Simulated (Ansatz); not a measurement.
Job for Ansatz (a quantum-chemistry and plane-wave program): R-CCSD(T)/aug-cc-pVTZ on BrH4N (a complex), monomers drawn apart or pushed together. The run froze 15 orbitals, filled d shells among them.

Ansatz 0.2 input:
```yaml
crystal:
  periodic: [false, false, false]
  atoms:
    - {symbol: N, position_ang: [0.26345380, -0.02254708, 0.44609692]}
    - {symbol: H, position_ang: [1.19578216, 0.03114137, 0.05176046]}
    - {symbol: H, position_ang: [-0.17631292, -0.87701481, 0.12344239]}
    - {symbol: H, position_ang: [-0.27657851, 0.76685154, 0.11019515]}
    - {symbol: Br, position_ang: [0.41697702, 0.01432547, 3.85415895]}
    - {symbol: H, position_ang: [0.34887388, -0.00204520, 2.34219180]}
basis:
  gaussian:
    orbitals: aug-cc-pVTZ
magnetization: {spin_polarized: false}
correlation: {method: ccsd_t, electrons: outside_noble_gas}
scf: {lower_state_search: off}
```

**Question.** Predict the final total energy.

**Answer.** -2629.7434 hartree (reference determinant -2629.2734, T1 diagnostic 0.008).

**Question.** How many basis functions does it have, and what does it roughly cost on one machine?

**Answer.** 197 functions; around 50 core-seconds (rough).
